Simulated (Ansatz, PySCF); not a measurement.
Gas-phase reaction in SMILES: CCN([SiH3])CC + 5 [H][H] (H2) -> 4 C (CH4) + N (NH3) + [SiH4] (SiH4)
Geometries: B3LYP-D3(BJ)/def2-TZVP minima from Ansatz (a program for electronic structure), one conformer each, not searched for the lowest.
Geometry of the first species:
```xyz
19

C      2.3995    -0.6161     0.0017
C      1.1496    -0.7310    -0.8718
N     -0.0668    -0.1758    -0.2837
Si    -0.4356     1.4978    -0.4945
C     -0.5965    -0.9542     0.8325
C     -2.0416    -0.6197     1.1736
H      3.2623    -1.0552    -0.5045
H      2.6274     0.4304     0.2154
H      2.2729    -1.1344     0.9534
H      0.9653    -1.7867    -1.1047
H      1.3310    -0.2309    -1.8249
H      0.3495     1.9542    -1.6639
H     -0.0800     2.3532     0.6742
H     -1.8781     1.7205    -0.7497
H      0.0180    -0.8335     1.7362
H     -0.5336    -2.0137     0.5585
H     -2.1512     0.4092     1.5238
H     -2.6897    -0.7526     0.3064
H     -2.3935    -1.2731     1.9734
```

Quantity: energy of full hydrogenation (0 K, with B3LYP-D3(BJ) harmonic zero-point energies from PySCF), in kcal/mol. Correlated levels leave the core frozen unless marked. No spin-orbit coupling. No relativistic terms. CBS marks a two-point X^-3 extrapolation of the correlation energy; Hartree-Fock from the larger set. [CCSD(T)-MP2]/basis is that difference in the basis named.

| level | program | energy of full hydrogenation (kcal/mol) |
|---|---|---|
| r2SCAN-D3(BJ)/def2-TZVPD | Ansatz + dftd3 | ? |
| B3LYP-D4/def2-TZVPD | Ansatz + dftd4 | -56.2 |
| PBE0/6-31G* | Ansatz | -58.4 |
| PBE0/def2-SVP | Ansatz | -59.8 |
| SCS-MP2/6-31G | Ansatz | -58.9 |
| CCSD/cc-pV(T+d)Z | Ansatz | ? |
| RI-MP2/CBS(aug-cc-pV(T+d)Z,aug-cc-pV(Q+d)Z)+[CCSD(T)-MP2]/aug-cc-pV(T+d)Z | Ansatz | -55.4 |

**Question.** Some entries are withheld; supply them.

**Answer.** 
- r2SCAN-D3(BJ)/def2-TZVPD, energy of full hydrogenation (kcal/mol): -54.7
- CCSD/cc-pV(T+d)Z, energy of full hydrogenation (kcal/mol): -60.4
